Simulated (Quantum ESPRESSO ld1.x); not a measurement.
Results of a calculation; reference values are marked as such.
Question: The mean radii <r> (bohr) of the occupied orbitals of an atom or ion are listed with their occupations. Level of theory: Dirac Kohn-Sham, revPBE, spin-unpolarised, spherical densities, point nucleus (ld1.x of Quantum ESPRESSO 7.5).

| orbital | occ. | <r> |
|---|---|---|
| 1s1/2 | 2 | 0.02363 |
| 2s1/2 | 2 | 0.1005 |
| 2p1/2 | 2 | 0.08423 |
| 2p3/2 | 4 | 0.09064 |
| 3s1/2 | 2 | 0.2659 |
| 3p1/2 | 2 | 0.2556 |
| 3p3/2 | 4 | 0.2681 |
| 3d3/2 | 4 | 0.2395 |
| 3d5/2 | 6 | 0.2433 |
| 4s1/2 | 2 | 0.6047 |
| 4p1/2 | 2 | 0.6202 |
| 4p3/2 | 4 | 0.6475 |
| 4d3/2 | 4 | 0.6914 |
| 4d5/2 | 6 | 0.7009 |
| 5s1/2 | 2 | 1.383 |
| 5p1/2 | 1.66667 | 1.507 |
| 5p3/2 | 3.33333 | 1.570 |
| 4f5/2 | 0.857143 | 0.8820 |
| 4f7/2 | 1.14286 | 0.8885 |
| 5f5/2 | 0.428571 | 3.404 |
| 5f7/2 | 0.571429 | 3.415 |

Name the element and its charge. Open shells, if any, are shared by 2j + 1.

Answer: Z = 60, neodymium, charge +4: Nd4+ in [Kr] 4d10 4f2 5s2 5p5 5f1. The 1s radius gives Z: for a bare nucleus <r> = (2 gamma + 1)/(2Z) with gamma = sqrt(1 - (Z/c)^2), 0.02332 bohr for Z = 60, and screening makes it slightly larger (0.02363 here). The occupations add up to 56, and the charge is Z minus that.
